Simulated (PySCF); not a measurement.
Electronic absorption of C7H7F

Compound: C₇H₇F.
SMILES: `CC#CC1=C(CF)C1`

Method: TDDFT PBE0/def2-SVPD, vertical, gas phase, core orbitals frozen in the response (PySCF). One conformer (not necessarily the lowest) at the GFN2-xTB geometry, without solvent, vibrations or thermal averaging. Torsions of this conformer, `[CH3:1][C:2]#[C:3][C:4]1=[C:5]([CH2:6][F:7])[CH2:8]1`: C4–C5–C6–F7 1°.

```json
{"state": "S1", "E (eV)": "4.79", "λ (nm)": "259.0", "f": "0.0000", "main configurations (H = HOMO, L = LUMO)": "H-1→L (98%)"}
{"state": "S2", "E (eV)": "5.05", "λ (nm)": "245.5", "f": "0.305", "main configurations (H = HOMO, L = LUMO)": "H→L (88%)"}
{"state": "S3", "E (eV)": "5.74", "λ (nm)": "216.1", "f": "0.0019", "main configurations (H = HOMO, L = LUMO)": "H→L+1 (55%), H→L+2 (26%), H→L+3 (12%)"}
{"state": "S4", "E (eV)": "6.18", "λ (nm)": "200.6", "f": "0.0035", "main configurations (H = HOMO, L = LUMO)": "H→L+2 (43%), H→L+1 (42%), H→L+3 (10%)"}
{"state": "S5", "E (eV)": "6.57", "λ (nm)": "188.7", "f": "0.0001", "main configurations (H = HOMO, L = LUMO)": "H→L+3 (71%), H→L+2 (25%)"}
{"state": "S6", "E (eV)": "6.63", "λ (nm)": "186.9", "f": "0.0045", "main configurations (H = HOMO, L = LUMO)": "H-3→L (85%), H→L+4 (11%)"}
{"state": "S7", "E (eV)": "6.69", "λ (nm)": "185.2", "f": "0.0040", "main configurations (H = HOMO, L = LUMO)": "H→L+4 (80%), H-3→L (13%)"}
{"state": "S8", "E (eV)": "6.81", "λ (nm)": "182.1", "f": "0.140", "main configurations (H = HOMO, L = LUMO)": "H-2→L (68%), H-1→L+1 (10%), H-1→L+2 (9%)"}
```

Triplets, Tamm–Dancoff:

| state | E (eV) | λ (nm) | main configurations (H = HOMO, L = LUMO) |
| --- | --- | --- | --- |
| T1 | 3.12 | 397.4 | H→L (96%) |
| T2 | 4.46 | 277.7 | H-1→L (94%) |
| T3 | 5.27 | 235.2 | H-1→L+1 (25%), H-1→L+3 (23%), H-1→L+2 (22%) |

The lowest singlet lies at 4.79 eV (259 nm, ultraviolet) and is dark (f under 0.0005); its leading configuration is HOMO-1→LUMO (98%). The strongest level in the table is S2 at 5.05 eV (245 nm, f = 0.305). Löwdin shares by element: HOMO carbon 70% or more (atoms not listed hold the other 30%); LUMO carbon 77% or more (atoms not listed hold the other 23%). Of the 8 states listed, 2 reach f = 0.01 and 2 stay under 0.0005. The listed states span 2.02 eV, and the widest gap between neighbours is 0.69 eV (S2 to S3). Weighted by f, the mean energy of these states is 5.63 eV. Only the lowest 8 singlets were computed, as vertical energies without vibronic structure.
